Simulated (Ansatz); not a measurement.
Input for Ansatz (a quantum-chemistry and plane-wave program): U-CCSD(T)/aug-cc-pVTZ on BeF2 (SMILES [F][Be][F]), a point of a bond scan (R = 2.417 Å).

Ansatz 0.2 input:
```yaml
crystal:
  periodic: [false, false, false]
  atoms:
    - {symbol: Be, position_ang: [0.00000000, 0.00000000, 0.00000000]}
    - {symbol: F, position_ang: [-0.00000000, -0.00000000, -2.41704381]}
    - {symbol: F, position_ang: [0.00000000, 0.00000000, 1.38116789]}
basis:
  gaussian:
    orbitals: aug-cc-pVTZ
correlation: {method: ccsd_t, electrons: outside_noble_gas}
scf: {omitted_lower_state_checks: [cluster_reference]}
magnetization: {spin_polarized: true, initial_magnetization: 0}
```

The head of its log:

```
WARN ansatz: RAYON_NUM_THREADS=1 ignored (pool sized by the plan → 1); use --threads N
Functional definition: HF
these checks for a lower state are left out or cut short: cluster_reference
integrals: 0.45 GiB planned
863 factors; integrals over basis functions are off by at most 1.3e-3 eV
mean field: 0.33 GiB planned
mean field evaluation 1: about -5807.9608 eV, gradient 3.4e1 eV
mean field evaluation 2: about -5807.9612 eV, gradient 3.3e1 eV
mean field evaluation 4: about -5812.0545 eV, gradient 2.5e0 eV
mean field evaluation 8: about -5812.0904 eV, gradient 1.2e-1 eV
mean field evaluation 16: about -5812.0656 eV, gradient 1.8e0 eV
mean field evaluation 32: about -5812.1499 eV, gradient 9.6e-7 eV
mean field evaluation 64: about -5811.8802 eV, gradient 2.1e0 eV
mean field evaluation 96: about -5812.0907 eV, gradient 2.5e-3 eV
mean field -5812.14985024 eV, -213.5925673797 hartree, gradient 5.5e-6 eV, S^2 0.465188; 10 other end points of the search recorded, 0 dependent functions left out
3 core orbitals not correlated
reference -5812.14985024 eV, -213.5925673797 hartree; 8, 8 occupied and 127, 127 virtual orbitals, 863 factors
```

Q: What total energy does the run end on?

A: -214.1913 hartree (reference determinant -213.5926, T1 diagnostic 0.079). Its determinant has ⟨S²⟩ = 0.47, a mixture of spin states.
